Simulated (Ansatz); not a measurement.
`[CH3][GeH2][NH][Si](C)(F)F`. Total charge 0; spin multiplicity 1.

| atom | x (Å) | y (Å) | z (Å) |
| --- | --- | --- | --- |
| C1 | 1.333 | 0.110 | 1.981 |
| Ge2 | 0.016 | 1.226 | 1.080 |
| N3 | -1.292 | 0.184 | 0.285 |
| Si4 | -1.163 | -0.838 | -1.053 |
| C5 | 0.304 | -0.452 | -2.099 |
| F6 | -2.502 | -0.757 | -1.913 |
| F7 | -1.092 | -2.375 | -0.626 |
| H8 | 0.847 | -0.496 | 2.746 |
| H9 | 1.814 | -0.557 | 1.264 |
| H10 | 2.101 | 0.726 | 2.452 |
| H11 | 0.685 | 2.068 | -0.023 |
| H12 | -0.727 | 2.137 | 2.073 |
| H13 | -2.158 | 0.157 | 0.803 |
| H14 | 1.236 | -0.572 | -1.541 |
| H15 | 0.260 | 0.571 | -2.477 |
| H16 | 0.339 | -1.133 | -2.952 |

Question: What are the harmonic wavenumbers in cm⁻¹ at PBE0-D4/def2-TZVP (Ansatz, finite differences of forces, unscaled)? (Best estimate.)

Answer: The calculation gave: 16, 31, 104, 131, 143, 167, 202, 221, 271, 297, 355, 383, 447, 582, 612, 681, 723, 754, 776, 791, 843, 860, 872, 892, 933, 983, 1187, 1267, 1293, 1446, 1447, 1452, 1454, 2143, 2154, 3059, 3062, 3141, 3149, 3152, 3158, 3616.

Question: Is this a minimum?

Answer: Yes, all 42 modes are real.

Question: Give the ideal-gas thermochemistry at 298.15 K and 1 bar (rigid rotor, harmonic oscillator; point group C1, symmetry number 1).

Answer: Zero-point energy 294.6 kJ/mol; H(298) − E = 327.0 kJ/mol; entropy 456.4 J/(mol·K), of which translation 174.0, rotation 124.7, vibration 157.7; G(298) − E = 190.9 kJ/mol. Modes under 100 cm⁻¹ are hindered rotations or soft bends, so the harmonic entropy is rough.

Question: Rotational constants (cm⁻¹)?

Answer: 0.08827, 0.02499, 0.02379.
